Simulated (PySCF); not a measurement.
4-methyl-2H-pyrrole (C₅H₇N), SMILES C1CN=CC=1C. Atoms are numbered in the order given.

```xyz
13

C      0.0219    -2.1949     0.0000
C      0.0646    -0.7002     0.0000
C      1.1269     0.1373     0.0000
C      0.5966     1.5408     0.0000
N     -0.8564     1.4397     0.0000
C     -1.1237     0.1805     0.0000
H     -0.5144    -2.5772     0.8852
H     -0.5144    -2.5772    -0.8852
H      1.0323    -2.6286     0.0000
H      2.1822    -0.1396     0.0000
H      0.9253     2.1245    -0.8807
H      0.9253     2.1245     0.8807
H     -2.1592    -0.1845     0.0000
```

Geometry optimised at B3LYP-D3(BJ)/def2-SVP. Other conformers were not sampled.

Two levels are set side by side: PBE/pcSseg-1 (PySCF) and HF/pcSseg-1 (PySCF). GIAO shifts against NH3 (¹⁵N), TMS (¹H), TMS (¹³C) at the same level; non-relativistic, no solvent, atoms listed together averaged. Differences are taken from unrounded values.

| quantity | HF | PBE | PBE minus HF |
|---|---|---|---|
| δ(¹³C) of C1 (ppm) | 15.1 | 16.8 | 1.6 |
| δ(¹³C) of C2 (ppm) | 146.8 | 148.0 | 1.2 |
| δ(¹³C) of C3 (ppm) | 158.3 | 153.5 | -4.8 |
| δ(¹³C) of C4 (ppm) | 66.1 | 77.2 | 11.1 |
| δ(¹⁵N) of N5 (ppm) | 396.2 | 388.4 | -7.8 |
| δ(¹³C) of C6 (ppm) | 180.5 | 174.2 | -6.3 |
| δ(¹H) of H10 (ppm) | 7.63 | 7.36 | -0.27 |
| δ(¹H) of H11, H12 (ppm) | 4.47 | 4.92 | 0.45 |
| δ(¹H) of H13 (ppm) | 8.48 | 8.30 | -0.19 |

Rough cost on one machine, each run with all the roots and properties that it gave: HF against PBE within a factor of 2.
